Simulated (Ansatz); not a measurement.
The cluster MgB6, relaxed as a singlet with RKS PBE0-D4/def2-SVP in Ansatz, starting from the GFN1-xTB geometry. Force threshold 0.02 eV/Å.

The restricted singlet is unstable towards broken spin symmetry in Hartree–Fock (as tested in another run); at PBE0-D4/def2-SVP this wasn't settled. Another isomer (singlet) lies 0.34 eV lower at PBE0-D4/def2-TZVP; other spin states weren't run for this one.

Start:

```tsv
atom	x (Å)	y (Å)	z (Å)
Mg1	0.749	1.408	1.575
B2	0.795	-0.309	-1.169
B3	1.274	-0.469	0.353
B4	0.000	-1.434	0.210
B5	-1.298	-0.636	0.122
B6	-1.024	0.942	0.178
B7	-0.497	0.498	-1.268
```

| step | energy (eV) | largest force component (eV/Å) | SCF passes |
| --- | --- | --- | --- |
| 1 | -9480.0285 | 1.177 | 19 |
| 2 | -9480.2661 | 0.483 | 26 |
| 3 | -9480.3250 | 0.126 | 28 |
| 4 | -9480.3277 | 0.033 | 28 |
| 5 | -9480.3278 | 0.007 | 20 |
| 6 | -9480.3278 | 0.009 | 19 |
| 7 | -9480.3279 | 0.010 | 19 |
| 8 | -9480.3280 | 0.025 | 32 |
| 9 | -9480.3289 | 0.068 | 31 |
| 10 | -9480.3324 | 0.136 | 30 |
| 11 | -9480.3403 | 0.202 | 31 |
| 12 | -9480.3577 | 0.267 | 31 |
| 13 | -9480.3893 | 0.346 | 30 |
| 14 | -9480.4881 | 0.606 | 36 |
| 15 | -9480.5209 | 0.213 | 29 |
| 16 | -9480.5302 | 0.184 | 33 |
| 17 | -9480.5336 | 0.146 | 31 |
| 18 | -9480.5354 | 0.092 | 32 |
| 19 | -9480.5361 | 0.016 | 34 |

Force components are those of the run's own axes.

End:

```xyz
7

Mg    0.6473    1.2171    1.3622
B     0.5400   -0.3672   -0.9489
B     1.5129   -0.6324    0.3865
B     0.1587   -1.4961    0.3617
B    -1.0182   -0.5327   -0.0581
B    -1.2574    1.1119    0.1475
B    -0.5832    0.6995   -1.2508
```

Bonds formed: B2–B5 (atoms count from 1).

The force fell under the threshold at step 5, but the optimiser went on and released 0.208 eV more. No frequencies were taken in this run, so the end may be a saddle point.

Hardware: 4 threads of Intel Xeon on a shared host. Wall time 38 s.
